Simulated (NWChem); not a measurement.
# GaNH4O; SMILES [GaH]([NH2])[OH]

```xyz
7

Ga    -0.3328    -0.0211    -0.0001
H     -1.8806    -0.0948     0.0005
O      0.5749    -1.5608    -0.0001
H      1.5327    -1.4744     0.0017
N      0.6099     1.5252    -0.0004
H      1.6198     1.5941     0.0006
H      0.1754     2.4395     0.0030
```
Atoms are numbered in this order, from 1.

Results from NWChem. Pople sets run with spherical d functions. All runs use the structure optimised with PBE0/def2-SVP. LC-ωPBE (HJS hole) with 6-31G*; x = 1 − exp(−ω/0.25 bohr⁻¹) is a scale chosen for this fit.

```csv
row,x,−ε(HOMO) (eV)
ω = 0.20,0.551,8.36
ω = 0.25,0.632,8.86
ω = 0.30,0.699,9.30
ω = 0.40,0.798,withheld
ω = 0.80,0.959,11.36
```

Question: Fit a straight line of the last column on the one before it, predict the withheld value, and compare with the run.

Answer: 
1. Means of the 4 shown rows: x = 0.7103, y = 9.470. Slope Σ(x − x̄)(y − ȳ)/Σ(x − x̄)² = 0.6965/0.09349 = 7.451; intercept 4.178.
2. The shown rows scatter about the line by 0.062 (root mean square); the largest residual is -0.09, at ω = 0.30.
3. At x = 0.798 (ω = 0.40; inside the shown range) the line gives 10.12.
4. The run gives 10.02, -0.10 from the line, 1.6 times the scatter.
